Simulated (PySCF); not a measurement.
PBE on As⁻ (arsenic, charge -1), [Ar] 3d10 4s2 4p4, high-spin 3P determinant. Computed with PySCF 2.14 in aug-cc-pwCVQZ-PP with ECP10MDF (10s9p8d6f4g1h, 166 functions), with a scalar-relativistic core potential.

```
cycle= 1 E= -332.46298513805  delta_E= -0.0299  |g|= 0.0482  |ddm|= 0.713
cycle= 2 E= -332.463123385931  delta_E= -0.000138  |g|= 0.0479  |ddm|= 0.17
cycle= 3 E= -332.463369255412  delta_E= -0.000246  |g|= 0.0142  |ddm|= 0.0644
cycle= 4 E= -332.463407803091  delta_E= -3.85e-05  |g|= 0.00366  |ddm|= 0.0422
cycle= 5 E= -332.463422086535  delta_E= -1.43e-05  |g|= 0.000742  |ddm|= 0.0134
cycle= 6 E= -332.463423195659  delta_E= -1.11e-06  |g|= 9.46e-05  |ddm|= 0.00732
cycle= 7 E= -332.463423211768  delta_E= -1.61e-08  |g|= 1.25e-05  |ddm|= 0.000839
cycle= 8 E= -332.463423211967  delta_E= -1.99e-10  |g|= 2.34e-06  |ddm|= 5.09e-05
converged SCF energy = -332.463423211967  <S^2> = 2.010655  2S+1 = 3.0070949
```

Highest occupied orbital energy: 1.640 eV; ⟨L²⟩ = 2.04; populations by l: s 4.00, p 10.00, d 10.00, f 0.00.

Q: Can this result be used?

A: With care. The calculation finished and met its thresholds. Energies and moments cover only the electrons outside the core potential. At PBE the highest occupied level has a positive energy, so only the finite basis holds that electron; in a semilocal or global hybrid functional this comes from self-interaction and does not mean that the real anion is unbound.
